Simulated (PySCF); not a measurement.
**UHF on Sr (strontium, neutral)**

Configuration: [Kr] 5s2, closed-shell 1S. All numbers are calculated (PySCF 2.14, scalar relativity through the core potential, in def2-TZVP with the def2 core potential (28 electrons)).

```json
{
 "Total energy": "-30.347123 hartree",
 "One-electron energy": "-49.8057 hartree",
 "Hartree (Coulomb) energy": "23.3240 hartree",
 "Exchange energy": "-3.8654 hartree",
 "⟨S²⟩": "0.0000",
 "⟨L²⟩": "0.000",
 "Sum of ⟨r⟩": "21.46 bohr",
 "Sum of ⟨r²⟩": "69.01 bohr²",
 "Time after the integrals": "0.07 s of wall time on 1 thread of Neoverse-V1 (shared host)"
}
```

```tsv
shell	electrons	mean orbital energy (eV)	rms radius, mean of both spins (bohr)
4s	2	-53.346	1.46
4p	6	-29.957	1.69
5s	2	-4.929	4.88
```

Energies and moments cover only the electrons outside the core potential.
